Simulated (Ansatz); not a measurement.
Steps of a relaxation of `F[SiH]1[CH2][AlH]1` with RKS PBE-D4/def2-SVP.

```sh
$ ansatz run in.yaml --threads 2 --pin off --events-out ev --progress --plain --max-ram 4352MiB
```

```yaml
crystal:
  periodic: [false, false, false]
  atoms:
    - {symbol: F, position_ang: [-2.027300, 0.480200, 1.065800]}
    - {symbol: Si, position_ang: [-0.399200, 0.582900, 0.923700]}
    - {symbol: C, position_ang: [0.105400, 0.275700, -0.850800]}
    - {symbol: Al, position_ang: [0.679700, -1.398000, 0.056400]}
    - {symbol: H, position_ang: [0.270800, 1.799900, 1.386100]}
    - {symbol: H, position_ang: [-0.707300, 0.227000, -1.553900]}
    - {symbol: H, position_ang: [1.034300, 0.886100, -1.154200]}
    - {symbol: H, position_ang: [1.135900, -2.910900, 0.071000]}
basis:
  gaussian: {orbitals: def2-SVP}
hamiltonian: {xc: pbe, dispersion: d4}
relax: {f_tol: 0.03, max_steps: 200}
```

Positions (Å) and forces (eV/Å) along the path, 16 of 17 steps:

```xyz
8
step=1 energy=-18273.7135 eV
F    -2.027    0.480    1.066   -0.452    0.389    0.157
Si   -0.399    0.583    0.924    0.862   -1.429    0.240
C     0.105    0.276   -0.851    1.832   -0.066   -0.188
Al    0.680   -1.398    0.056   -0.527    0.610    0.745
H     0.271    1.800    1.386   -0.133    0.855    0.525
H    -0.707    0.227   -1.554   -0.564    0.185   -1.210
H     1.034    0.886   -1.154   -1.162   -0.367   -0.020
H     1.136   -2.911    0.071    0.144   -0.176   -0.247
8
step=2 energy=-18273.9809 eV
F    -2.014    0.597    1.068   -0.086    0.063    0.237
Si   -0.369    0.551    0.946   -0.090   -0.023   -0.128
C     0.112    0.228   -0.867    0.729   -0.163    0.056
Al    0.648   -1.410    0.140   -0.037   -0.023   -0.008
H     0.233    1.817    1.475   -0.041    0.163    0.215
H    -0.679    0.188   -1.634   -0.078    0.086   -0.273
H     0.972    0.882   -1.181   -0.380   -0.166   -0.065
H     1.191   -2.911   -0.002   -0.016    0.063   -0.035
8
step=3 energy=-18274.0167 eV
F    -2.013    0.593    1.161    0.214    0.045   -0.051
Si   -0.369    0.581    0.921   -0.227    0.067    0.122
C     0.136    0.208   -0.897   -0.102   -0.109    0.021
Al    0.629   -1.406    0.159    0.104   -0.076    0.020
H     0.189    1.842    1.555   -0.043   -0.107   -0.109
H    -0.630    0.169   -1.704    0.040    0.049    0.060
H     0.973    0.859   -1.233    0.052    0.073   -0.040
H     1.178   -2.903   -0.017   -0.038    0.057   -0.023
8
step=5 energy=-18274.0230 eV
F    -2.019    0.624    1.147    0.054    0.001    0.009
Si   -0.380    0.570    0.927   -0.081   -0.008   -0.013
C     0.139    0.198   -0.885    0.049    0.006    0.025
Al    0.648   -1.412    0.166   -0.016    0.025    0.001
H     0.194    1.829    1.528    0.015   -0.002    0.002
H    -0.630    0.164   -1.686    0.001   -0.017   -0.013
H     0.960    0.875   -1.218   -0.023    0.003   -0.005
H     1.182   -2.905   -0.035    0.001   -0.008   -0.006
8
step=6 energy=-18274.0242 eV
F    -2.022    0.635    1.152   -0.041    0.013    0.015
Si   -0.389    0.570    0.926    0.020   -0.070   -0.030
C     0.143    0.196   -0.882    0.061    0.065   -0.012
Al    0.651   -1.411    0.171   -0.019    0.022    0.017
H     0.200    1.821    1.523    0.019    0.023    0.011
H    -0.619    0.144   -1.690   -0.007   -0.023   -0.005
H     0.950    0.892   -1.214   -0.037   -0.018    0.004
H     1.177   -2.904   -0.043    0.004   -0.011   -0.001
8
step=7 energy=-18274.0259 eV
F    -2.031    0.659    1.160   -0.113    0.026    0.016
Si   -0.403    0.565    0.924    0.104   -0.109   -0.034
C     0.151    0.196   -0.878    0.075    0.146   -0.065
Al    0.658   -1.407    0.178   -0.023   -0.002    0.029
H     0.216    1.802    1.519    0.014    0.028    0.013
H    -0.600    0.107   -1.695    0.005   -0.029    0.027
H     0.930    0.924   -1.210   -0.067   -0.055    0.009
H     1.172   -2.903   -0.053    0.005   -0.004    0.005
8
step=8 energy=-18274.0249 eV rejected
F    -2.066    0.752    1.177   -0.126    0.049   -0.003
Si   -0.454    0.543    0.920    0.250   -0.169   -0.035
C     0.180    0.203   -0.865    0.063    0.568   -0.419
Al    0.679   -1.395    0.199   -0.071   -0.067    0.069
H     0.273    1.728    1.510   -0.057   -0.036   -0.014
H    -0.536   -0.027   -1.705    0.261    0.047    0.329
H     0.859    1.037   -1.206   -0.332   -0.430    0.058
H     1.159   -2.897   -0.085    0.012    0.037    0.015
8
step=9 energy=-18274.0324 eV
F    -2.045    0.694    1.167   -0.081    0.027   -0.013
Si   -0.420    0.549    0.924    0.053   -0.016   -0.007
C     0.173    0.210   -0.874    0.045    0.152   -0.054
Al    0.660   -1.403    0.181    0.017   -0.046    0.021
H     0.234    1.772    1.518    0.015   -0.036    0.006
H    -0.569    0.043   -1.689    0.021   -0.026    0.057
H     0.899    0.981   -1.224   -0.073   -0.068   -0.010
H     1.160   -2.903   -0.060    0.003    0.013    0.001
8
step=10 energy=-18274.0389 eV
F    -2.073    0.774    1.157   -0.005    0.026   -0.007
Si   -0.457    0.537    0.923    0.092   -0.076   -0.070
C     0.188    0.217   -0.863    0.069    0.429   -0.276
Al    0.675   -1.392    0.196   -0.071   -0.073    0.033
H     0.278    1.706    1.537   -0.044   -0.049   -0.020
H    -0.536   -0.049   -1.682    0.201    0.032    0.274
H     0.851    1.041   -1.242   -0.263   -0.312    0.057
H     1.166   -2.890   -0.083    0.021    0.023    0.010
8
step=11 energy=-18274.0480 eV
F    -2.079    0.813    1.138   -0.057    0.036    0.014
Si   -0.469    0.534    0.924    0.140   -0.097   -0.135
C     0.197    0.230   -0.856    0.086    0.454   -0.293
Al    0.667   -1.392    0.196   -0.071   -0.059    0.027
H     0.291    1.671    1.569   -0.045   -0.056   -0.035
H    -0.528   -0.091   -1.660    0.218    0.062    0.316
H     0.832    1.058   -1.275   -0.288   -0.363    0.098
H     1.181   -2.880   -0.092    0.018    0.022    0.010
8
step=12 energy=-18274.0316 eV rejected
F    -2.129    0.979    1.066    0.539   -0.159   -0.020
Si   -0.534    0.511    0.913   -0.001    0.424   -0.205
C     0.254    0.289   -0.821   -0.370    0.212   -0.646
Al    0.633   -1.396    0.191   -0.048    0.041   -0.202
H     0.344    1.515    1.653   -0.271   -0.173   -0.003
H    -0.519   -0.224   -1.517    0.671    0.349    0.476
H     0.782    1.109   -1.418   -0.498   -0.761    0.546
H     1.262   -2.841   -0.123   -0.023    0.065    0.055
8
step=13 energy=-18274.0659 eV
F    -2.085    0.833    1.129   -0.019    0.094   -0.033
Si   -0.475    0.540    0.911    0.003   -0.181    0.044
C     0.219    0.273   -0.839    0.098    0.149   -0.402
Al    0.634   -1.394    0.168   -0.013    0.071    0.186
H     0.294    1.641    1.599   -0.022   -0.067   -0.018
H    -0.495   -0.161   -1.600    0.145    0.162    0.247
H     0.816    1.080   -1.330   -0.213   -0.225    0.035
H     1.184   -2.870   -0.095    0.021   -0.004   -0.058
8
step=14 energy=-18274.0852 eV
F    -2.089    0.915    1.073    0.131   -0.043   -0.010
Si   -0.488    0.524    0.908   -0.179    0.205    0.036
C     0.243    0.285   -0.822   -0.056   -0.025   -0.318
Al    0.634   -1.396    0.182    0.000    0.023   -0.044
H     0.296    1.582    1.645    0.003   -0.084    0.025
H    -0.502   -0.195   -1.529    0.186    0.075    0.205
H     0.780    1.079   -1.390   -0.103   -0.138    0.110
H     1.219   -2.851   -0.125    0.019   -0.012   -0.003
8
step=15 energy=-18274.0810 eV rejected
F    -2.099    0.982    1.034    0.262   -0.012    0.004
Si   -0.505    0.550    0.884   -0.123    0.040    0.136
C     0.246    0.299   -0.835   -0.034    0.063   -0.202
Al    0.627   -1.376    0.183   -0.040   -0.068   -0.024
H     0.323    1.485    1.750   -0.164   -0.041   -0.209
H    -0.497   -0.255   -1.492    0.171    0.162    0.183
H     0.744    1.076   -1.460   -0.095   -0.159    0.127
H     1.252   -2.819   -0.120    0.022    0.015   -0.014
8
step=16 energy=-18274.0922 eV
F    -2.092    0.962    1.054    0.090   -0.018    0.000
Si   -0.502    0.536    0.897   -0.063    0.092    0.025
C     0.244    0.290   -0.825   -0.010    0.001   -0.065
Al    0.621   -1.392    0.181    0.009   -0.005   -0.023
H     0.308    1.535    1.690   -0.045   -0.060   -0.047
H    -0.496   -0.229   -1.502    0.062    0.049    0.068
H     0.762    1.073   -1.418   -0.044   -0.063    0.039
H     1.248   -2.831   -0.133    0.001    0.005    0.002
8
step=17 energy=-18274.0930 eV
F    -2.090    0.973    1.049    0.008    0.001   -0.001
Si   -0.506    0.538    0.892   -0.011    0.001    0.016
C     0.248    0.292   -0.822   -0.021   -0.022   -0.018
Al    0.619   -1.393    0.180   -0.004    0.016   -0.012
H     0.306    1.521    1.690    0.004    0.014    0.019
H    -0.496   -0.231   -1.487    0.011   -0.002   -0.005
H     0.756    1.071   -1.423    0.008   -0.002    0.003
H     1.255   -2.827   -0.135    0.005   -0.005   -0.001
```

It took 24 s on 2 threads of an Arm Neoverse V2 on a shared host, with 0.15 GiB of host memory at the peak.
